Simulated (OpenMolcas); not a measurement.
## P3+: effect of the active space

| Property | Result |
| --- | --- |
| Program | OpenMolcas 26.06 |
| Method | SS-CASPT2 or its RAS form, IPEA 0.25 Eh, imaginary shift 0.1 Eh |
| Basis | ANO-R3 |
| Scalar Hamiltonian | X2C, finite nucleus |
| Spin-orbit coupling | RASSI with atomic mean-field integrals over the reference wave functions, term energies averaged over their components |

A. 2 electrons in 4 orbitals (3s 3p); 2S+1 = 3 even, 3 roots; 2S+1 = 1 even, 7 roots; 2S+1 = 3 odd, 3 roots; 2S+1 = 1 odd, 3 roots; closed shells correlated: 2s 2p; CASPT2 step about 4 core-seconds
B. 2 electrons in 9 orbitals (RAS2 3s 3p; RAS3 3d, at most 2 electrons); 2S+1 = 3 even, 3 roots; 2S+1 = 1 even, 7 roots; 2S+1 = 3 odd, 3 roots; 2S+1 = 1 odd, 3 roots; closed shells correlated: 2s 2p; CASPT2 step roughly 14 core-seconds

Energies in cm-1 above 3s2 1S0, the measured ground level; measured values from Martin, Zalubas and Musgrove, J. Phys. Chem. Ref. Data 14, 751 (1985).

```csv
Level,A,B,Measured
3s2 1S0,0.0,0.0,0.0
3s 3p 3P* 0,67713,67700,67918
3s 3p 3P* 1,67913,67898,68146
3s 3p 3P* 2,68317,68301,68615
3s 3p 1P* 1,106582,105167,
3p2 1D2,166320,157880,158142
```

Deviations, from unrounded energies. A percentage is the sum of absolute deviations over the sum of measured energies, with the sign that they share, or ± where signs differ.

```csv
Against measurement,Levels,A,B
mean absolute deviation (cm-1),4,2200,260
other configurations (%),4,±2.5,-0.3
```

B lies closest to measurement on these levels. The largest miss of B in the table is 3s 3p 3P* 2, by -310 cm-1. The ranking rests on the paired levels alone, and a cruder setting can come out closer through cancelling errors.

Between A and B the level of the table that moves most is 3p2 1D2, by 8400 cm-1 (lowest in B, highest in A).

Over all roots computed the reference weight is 0.91 to 0.99 in A; the roots of lowest weight are the least certain, and an intruder state may touch them. The ¹D term of p² mixes with s d, which this space lacks (holds for A). Active for correlation alone: 3d; no level in the range computed is led by a configuration that fills it, so any true level of that kind is missing (holds for B). Some terms mix strongly with configurations of 3d, whose occupation reaches 0.28 (3p2 1D) (holds for B). Measured partners are found by configuration, term and J. A level has none where our copy of the source lacks it or the pairing is in doubt (some pairs that miss far off the trend of their configuration count as doubtful), and it then counts in no deviation. Only configurations of the active space appear. Levels that lie high or do not pair safely by name in every column are left out.

* marks odd parity.
